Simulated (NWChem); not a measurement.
SiH$_{3}$F; SMILES F[SiH3]

```xyz
5

Si     0.0000     0.0000    -0.4590
F      0.0000     0.0000     1.1655
H      0.9981     0.9981    -0.9329
H      0.3653    -1.3634    -0.9329
H     -1.3634     0.3653    -0.9329
```
Atoms are numbered in this order, from 1.

All runs: NWChem. Geometry optimised at PBE0/def2-SVP; all other runs use it. 

```csv
quantity,level,value
"vertical, lowest state with f > 0.02, singlet (eV)","PBE/def2-SVPD, TDA",…
−ε(HOMO) (eV),PBE/def2-SVP,8.15
dipole in solution (D) in water,"PBE0/def2-SVP, SMD",…
"isotropic polarisability (bohr³), static",PBE/def2-SVPD,29.9
dipole (D),PBE0/def2-SVP,1.42
highest harmonic frequency (cm⁻¹),PBE0/def2-SVP,…
```

Complete the blanks.


- vertical, lowest state with f > 0.02, singlet (eV), value: 8.60
- dipole in solution (D) in water, value: 1.68
- highest harmonic frequency (cm⁻¹), value: 2270
